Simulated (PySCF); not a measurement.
**Nuclear quadrupole coupling in `N#C[C@@H]1/C=C\C[C@@H](F)/C=C\C1`**

Species: C9H10FN.
Geometry (GFN2-xTB, Å), atoms numbered from 1 in this order:
```xyz
21
C9H10FN angstrom
N     -2.6149    1.6237   -1.7445
C     -2.2007    1.1241   -0.8031
C     -1.6346    0.4897    0.3656
C     -0.4760    1.3387    0.8458
C      0.7183    1.4219    0.2804
C      1.1577    0.6642   -0.9335
C      1.7204   -0.7284   -0.5783
F      3.0830   -0.6044   -0.3656
C      1.1214   -1.3645    0.6430
C     -0.1700   -1.4831    0.9053
C     -1.2653   -0.9803    0.0182
H     -2.4007    0.4844    1.1488
H     -0.6897    1.9371    1.7203
H      1.4654    2.0572    0.7348
H      0.3300    0.5571   -1.6341
H      1.9560    1.2112   -1.4386
H      1.6301   -1.3973   -1.4481
H      1.8576   -1.7413    1.3382
H     -0.4803   -1.9480    1.8302
H     -2.1587   -1.5956    0.1406
H     -0.9581   -1.0496   -1.0257
```

Field gradients from the PBE0/pcSseg-1 density (PySCF, non-relativistic), principal values in atomic units, ordered |Vxx| ≤ |Vyy| ≤ |Vzz|:

```json
{"atom": "N1", "Vxx": "0.4572", "Vyy": "0.4975", "Vzz": "-0.9547"}
```

Find the asymmetry η = (Vxx − Vyy)/Vzz and the couplings χ = eQV/h (234.96 MHz × Q in barn × V in au), with Q(14N) = 0.02044 b.

```tsv
atom	environment	nucleus	η	χzz (MHz)	χxx (MHz)	χyy (MHz)
N1	nitrile nitrogen	14N	0.04	-4.585	2.196	2.389
```

The gradient is axial or nearly so (η below 0.05) at N1. 

What is Vzz at N1 in SI units (1 au = 9.71736 × 10²¹ V/m²)?

-0.9547 au = -9.277 × 10²¹ V/m².

And the gradient at the other heavy atoms, for which no coupling is worked out here?

| atom | environment | Vzz (au) | η |
| --- | --- | --- | --- |
| C2 | nitrile carbon | -0.400 | 0.01 |
| C3 | sp3 carbon next to a nitrile | 0.152 | 0.61 |
| C4 | alkene CH carbon | -0.237 | 0.79 |
| C5 | alkene CH carbon | 0.311 | 0.49 |
| C6 | allylic carbon | 0.092 | 1.00 |
| C7 | sp3 C–F carbon | 0.513 | 0.18 |
| F8 | alkyl fluorine | 3.080 | 0.02 |
| C9 | alkene CH carbon | 0.282 | 0.75 |
| C10 | alkene CH carbon | 0.259 | 0.66 |
| C11 | allylic carbon | 0.144 | 0.52 |

Were the hydrogens deuterons (Q(2H) = 0.00286 b), χzz would run from 186 kHz (H17) to 220 kHz (H19, H18 and H13).

One conformer (not necessarily the lowest) at the GFN2-xTB geometry, without solvent, vibrations or thermal averaging. GFN2-xTB bond lengths can be off by several hundredths of an ångström, more for odd bonds, and the gradients follow them. These gradients aren't converged with respect to the basis.
